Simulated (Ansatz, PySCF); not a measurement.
PySCF was given this input:
```python
from pyscf import gto, scf, dft

mol = gto.M(
    atom='''
W     0.00000000    0.00000000    0.00000000
''',
    basis='def2-svp',
    ecp={'W': 'def2-svp'},
    spin=4,
    verbose=4,
)

mf = dft.UKS(mol)
mf.xc = 'b97m_v'
mf.grids.atom_grid = (99, 590)
mf.grids.prune = None
mf.kernel()
```

**Question.** Give the equivalent Ansatz (a first-principles code) input.

**Answer.** This is not unique; one that fits is 
Ansatz 0.2 input:
```yaml
crystal:
  periodic: [false, false, false]
  atoms:
    - {symbol: W, position_ang: [0.00000000, 0.00000000, 0.00000000]}
basis:
  gaussian:
    orbitals: def2-SVP
hamiltonian:
  xc: {name: B97M-V}
magnetization: {spin_polarized: true, initial_magnetization: 4}
accuracy: high
```

Both were run: PySCF gave -66.908255 Eh and Ansatz -66.908389 Eh, 0.134 mEh apart.
